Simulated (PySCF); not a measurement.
Magnetic susceptibility: `CCn1cc(Br)nn1`, C$_{4}$H$_{6}$BrN$_{3}$

Geometry:
```json
{"atom": "C1", "x (Å)": "-1.879", "y (Å)": "0.466", "z (Å)": "0.796"}
{"atom": "C2", "x (Å)": "-1.108", "y (Å)": "-0.585", "z (Å)": "0.004"}
{"atom": "N3", "x (Å)": "0.308", "y (Å)": "-0.465", "z (Å)": "0.227"}
{"atom": "C4", "x (Å)": "1.165", "y (Å)": "0.442", "z (Å)": "-0.286"}
{"atom": "C5", "x (Å)": "2.371", "y (Å)": "0.115", "z (Å)": "0.304"}
{"atom": "Br6", "x (Å)": "4.032", "y (Å)": "0.939", "z (Å)": "0.063"}
{"atom": "N7", "x (Å)": "2.179", "y (Å)": "-0.937", "z (Å)": "1.117"}
{"atom": "N8", "x (Å)": "0.947", "y (Å)": "-1.271", "z (Å)": "1.063"}
{"atom": "H9", "x (Å)": "-1.672", "y (Å)": "0.359", "z (Å)": "1.858"}
{"atom": "H10", "x (Å)": "-2.945", "y (Å)": "0.340", "z (Å)": "0.633"}
{"atom": "H11", "x (Å)": "-1.596", "y (Å)": "1.470", "z (Å)": "0.486"}
{"atom": "H12", "x (Å)": "-1.306", "y (Å)": "-0.483", "z (Å)": "-1.067"}
{"atom": "H13", "x (Å)": "-1.391", "y (Å)": "-1.588", "z (Å)": "0.330"}
{"atom": "H14", "x (Å)": "0.893", "y (Å)": "1.198", "z (Å)": "-0.990"}
```

Method: GIAO B97-2/pcSseg-1 magnetisability, rotational g tensor and spin-rotation constants, non-relativistic, gas phase in PySCF. Geometry: GFN2-xTB.

The calculation is non-relativistic, which matters for the atoms heavier than Zn.

What are the magnetisability and the molar susceptibility?

Isotropic -1431 × 10⁻³⁰ J/T², or -86.2 × 10⁻⁶ cm³/mol; principal values -1884, -1246, -1164 × 10⁻³⁰ J/T², anisotropy 683 × 10⁻³⁰ J/T² (root of half the summed squared differences of the principal values). The susceptibility is in cgs units.

Split it along the inertial axes a, b, c into diamagnetic and paramagnetic parts about the centre of mass, with the quadrupole moment.


| axis | χ (10⁻⁶ cm³/mol) | diamagnetic (10⁻⁶ cm³/mol) | paramagnetic (10⁻⁶ cm³/mol) | summed x² of all electrons (Å²) | quadrupole Θ (D Å) |
| --- | --- | --- | --- | --- | --- |
| a | -75.4 | -359.7 | 284.3 | 431.9 | +14.50 |
| b | -74.1 | -1939.5 | 1865.4 | 59.5 | -10.23 |
| c | -109.2 | -2084.5 | 1975.3 | 25.3 | -4.27 |

Anisotropies 2χaa − χbb − χcc = +32.5 and 2χbb − χaa − χcc = +36.4 × 10⁻⁶ cm³/mol. Θ is traceless in Buckingham's convention.

And the rotational g tensor?


```csv
axis,rotational constant (GHz),g,nuclear part,electronic part
a,4.8940,-0.0773,0.5765,-0.6538
b,0.6109,-0.0058,0.5295,-0.5354
c,0.5667,+0.0030,0.5289,-0.5259
```
Asymmetric top; isotopes 79Br, 12C, 1H, 14N; no vibrational averaging.
